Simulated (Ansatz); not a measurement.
Basis sets compared for (FAlNH)4 cubane (Al₄N₄F₄H₄). The state is a singlet with charge 0. Geometry PBE-D4/def2-SVP. Ansatz on 2 threads of AMD EPYC 7R13 on a shared host and a share (18 GiB) of an NVIDIA H100 80GB HBM3; times are rough, and most runs start from earlier orbitals.

```xyz
16

Al    1.237    0.179   -1.109
F     2.479    0.358   -2.223
N    -0.384    1.231   -1.073
Al   -1.416   -0.381   -0.802
F    -2.838   -0.765   -1.606
N     0.205   -1.435   -0.845
Al    0.383   -1.226    1.069
F     0.768   -2.458    2.142
N     1.421    0.383    0.804
Al   -0.204    1.429    0.842
F    -0.409    2.865    1.687
N    -1.242   -0.179    1.114
H    -0.619    1.983   -1.728
H     0.330   -2.311   -1.361
H     2.290    0.617    1.296
H    -2.001   -0.289    1.793
```

B3LYP takes the VWN-RPA correlation. Single mean-field runs in def2-TZVP are fitted with def2-universal-jkfit.

Binding counts from free atoms (Al doublet, F doublet, N quartet, H doublet) in the same basis, without a counterpoise term.

```csv
level,functions,energy (Eh),HOMO (eV),LUMO (eV),binding per atom (eV),wall time
PBE-D4/def2-SVP,204,-1589.3107,-7.13,-2.05,4.63,5.5 s
B3LYP-D4/6-31G,132,-1591.0942,-8.59,-1.61,4.16,5 s
PBE0-D4/def2-SVP,204,-1589.4179,-8.62,-1.26,4.50,7.5 s
```

(1) Estimate the rows for PBE-D4/def2-TZVP, B3LYP-D4/def2-TZVP, PBE0-D4/def2-TZVP.

Answers

(1) 
```
             level  functions  energy (Eh)  HOMO (eV)  LUMO (eV)  binding per atom (eV)  wall time
  PBE-D4/def2-TZVP        420   -1590.4123      -7.26      -2.22                   4.59      3.6 s
B3LYP-D4/def2-TZVP        420   -1591.6914      -8.40      -1.63                   4.48      2.8 s
 PBE0-D4/def2-TZVP        420   -1590.5098      -8.67      -1.41                   4.47        7 s
```
